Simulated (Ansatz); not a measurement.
Computed with Ansatz on PBE0-D4/def2-TZVP structures; ΔE is electronic, products minus reactants. CBS: MP2 limit from def2 TZ/QZ plus the TZ coupled-cluster correction, frozen cores. Double bonds are as drawn, so ΔE can hold a change between cis and trans. DFT in def2-TZVPP. B3LYP here is the variant with VWN-RPA as its local correlation; programs differ in this. For Se outer-core shells are correlated without core-valence functions, which leaves a few kJ/mol of doubt a bond. Scalar relativity is left out up to krypton. One conformer a species, not always the lowest.

Reaction (ligand exchange at the Al–Se bond): `C/N=C\[Se][AlH2]` + `C=CCO` → `C=CC[O][AlH2]` + `C/N=C/[SeH]`

```csv
level,ΔE (kJ/mol),difference from CCSD(T)/CBS
PBE-D4,-5.2,6.8
r2SCAN-D4,-12.8,-0.8
PBE0-D4,-6.5,5.5
B3LYP-D4,-20.7,-8.7
ωB97X-V,-21.2,-9.2
ωB97M-V,-19.0,-7.0
B2PLYP,-23.4,-11.4
PBE,-8.3,3.7
r2SCAN,-13.3,-1.3
PBE0,-9.3,2.7
B3LYP,-26.1,-14.1
HF/def2-TZVPP,-31.9,-19.9
MP2/def2-TZVPP,-16.1,-4.1
SCS-MP2/def2-TZVPP,-22.6,-10.6
CCSD/def2-TZVPP,-21.7,-9.7
CCSD(T)/def2-TZVPP,-17.5,-5.5
HF/def2-QZVPP,-34.2,-22.2
MP2/def2-QZVPP,-13.6,-1.6
SCS-MP2/def2-QZVPP,-20.2,-8.2
HF/CBS(def2),-34.5,-22.5
MP2/CBS(def2),-10.5,1.5
CCSD/CBS(def2),-16.1,-4.1
CCSD(T)/CBS,-12.0,0
```

Largest T1 diagnostic among the species: 0.013.

The D4 term adds +5.4 kJ/mol with B3LYP and +2.8 kJ/mol with PBE0; it sums over pairs of atoms, weighted by their polarisabilities, and B3LYP, whose exchange is more repulsive, gets the larger term. In def2-TZVPP, CCSD(T) changes the Hartree–Fock value by +14.4 kJ/mol (the triples alone add +4.2 kJ/mol) and MP2 by +15.9 kJ/mol.
